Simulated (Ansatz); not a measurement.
CH$_{2}$ClNSn (`N#[C][SnH2][Cl]`) at its PBE0-D4/def2-TZVP geometry, where that method's forces vanish. Charge 0, multiplicity 1. Sn takes the def2 core potential.

```xyz
6

N     0.8501    1.6862   -1.8544
C     0.4525    0.9351   -1.0766
Sn   -0.3007   -0.4592    0.3104
Cl    0.8076   -0.0054    2.2875
H     0.1380   -2.0097   -0.2043
H    -1.9476   -0.1471    0.5374
```

(1) What forces (eV/Å) does PBE-D4/def2-TZVPP give on these atoms in the Gaussian-basis code of Ansatz? (An estimate is asked.)

Results:

(1) Ansatz gave: 
```
N1   0.537  1.018 -1.053
C2  -0.461 -0.873  0.902
Sn3 -0.096 -0.063 -0.110
Cl4  0.163  0.064  0.298
H5   0.052 -0.185 -0.062
H6  -0.196  0.038  0.026
```
